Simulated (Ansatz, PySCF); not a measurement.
C3H6NO, SMILES C(C)([N]C)=O (connectivity only; charge and spin as stated), charge -1, multiplicity 1.

Geometry optimised at B3LYP-D3(BJ)/def2-SVPD. The multiplicity is an assumed one; no other spin state was optimised. The isomer is the one that the SMILES or the coordinates give; other isomers of the formula were not compared.

Estimates of the vertical detachment energy (IE) of the anion in eV. Rows of orbital energies are one-electron estimates, which approximate functionals can put far too low.

| level | IE |
|---|---|
| −ε(HOMO), −ε(LUMO), r2SCAN/def2-SVPD (PySCF) | -0.41 |
| −ε(HOMO), −ε(LUMO), PBE/def2-SVPD (PySCF) | -0.57 |
| ΔSCF, PBE0/def2-SVPD (Ansatz), final states of multiplicity 2 | 2.51 |
| ΔSCF, PBE/def2-SVPD (Ansatz), final states of multiplicity 2 | 2.60 |

Q: What vertical singlet–triplet gap does ΔSCF give with PBE0/def2-SVPD (Ansatz, a quantum-chemistry and plane-wave program) and with PBE/def2-SVPD (Ansatz)? (Estimate from the structure and the level; the computed values follow.)

A: 4.01 and 3.92 eV (triplet above singlet where positive).
